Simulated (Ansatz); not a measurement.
A set of 12 reactions (hydrolysis), with CCSD(T)/CBS values in kJ/mol:

| reaction | ΔE |
| --- | --- |
| `CB(Cl)B[SiH3]` + H₂O → `OB[SiH3]` + `CBCl` | -134.6 |
| `CC(C)[Si]N` + H₂O → `CC(C)[Si]O` + NH₃ | -17.6 |
| `[O]=[Nb]([OH])([F])[Cl]` + H₂O → `[O]=[Nb]([OH])([OH])[Cl]` + H–F | 27.4 |
| `O[SiH2]C[Si](O)(O)O` + H₂O → `O[Si](O)(O)O` + `C[SiH2]O` | -87.8 |
| `B[SiH2]C=O` + H₂O → `B[SiH2]O` + `C=O` | -95.7 |
| `FC([SiH3])[SiH2][SiH3]` + H₂O → `OC(F)[SiH2][SiH3]` + SiH₄ | 44.1 |
| `[GaH2][AsH2]` + H₂O → `O[AsH2]` + `[GaH3]` | 109.2 |
| `C[O][In]([SH])[SH]` + H₂O → `C[O][In]([OH])[SH]` + H₂S | 67.8 |
| `C[O][Ge]([CH3])([OH])[OH]` + H₂O → `[CH3][Ge]([OH])([OH])[OH]` + CH₃OH | 2.4 |
| `[NH2][Ge][NH2]` + H₂O → `[NH2][Ge][OH]` + NH₃ | -21.6 |
| `C=[N][SnH3]` + H₂O → `[OH][SnH3]` + `C=N` | -20.9 |
| `N=C=C(F)[SiH3]` + H₂O → `N=C=C(O)F` + SiH₄ | 89.1 |

Program: Ansatz. Geometries: PBE0-D4/def2-TZVP. ΔE: electronic, gas phase. CBS: MP2 limit from def2 TZ/QZ plus the TZ coupled-cluster correction, frozen cores. This one scheme is used for every species. DFT in def2-TZVPP. B3LYP here is the variant with VWN-RPA as its local correlation; programs differ in this. def2 core potentials past Kr. For As, Ga, Ge, In, Nb, Sn outer-core shells are correlated without core-valence functions, which leaves a few kJ/mol of doubt a bond. Scalar relativity is left out up to krypton. Each species was taken in one conformer, which may not be the lowest.

(1) Give the mean, mean absolute and largest difference (level minus CCSD(T)/CBS, kJ/mol) for: PBE-D4, PBE0-D4, ωB97X-V, r2SCAN, PBE0, B3LYP, HF/def2-TZVPP, MP2/def2-TZVPP, SCS-MP2/def2-TZVPP, CCSD/def2-TZVPP, CCSD(T)/def2-TZVPP, SCS-MP2/def2-QZVPP, HF/CBS(def2), CCSD/CBS(def2). (Best estimate.)

The largest T1 diagnostic in the set is 0.022, for `[O]=[Nb]([OH])([OH])[Cl]` (customary mark 0.02).

CCSD(T)/CBS is a level of theory with its own doubt, and the functionals carry their triple-zeta basis error, so these figures describe this set and don't rank the functionals.

Answers

(1) Computed: 
```
             level   mean  mean absolute  largest
            PBE-D4    0.1            6.6     17.6
           PBE0-D4    0.2            4.4    -12.8
           ωB97X-V   -6.4            7.6    -17.5
            r2SCAN   -4.0            6.0    -12.6
              PBE0   -2.9            5.4    -15.7
             B3LYP   -9.7           11.1    -19.4
     HF/def2-TZVPP  -14.7           15.8    -36.0
    MP2/def2-TZVPP   -1.4            2.6     -7.7
SCS-MP2/def2-TZVPP   -5.9            6.0    -13.0
   CCSD/def2-TZVPP   -5.0            5.1    -10.1
CCSD(T)/def2-TZVPP   -3.6            3.6     -9.3
SCS-MP2/def2-QZVPP   -4.0            4.3    -10.9
      HF/CBS(def2)  -14.7           16.2    -37.0
    CCSD/CBS(def2)   -1.4            1.6     -5.2
```
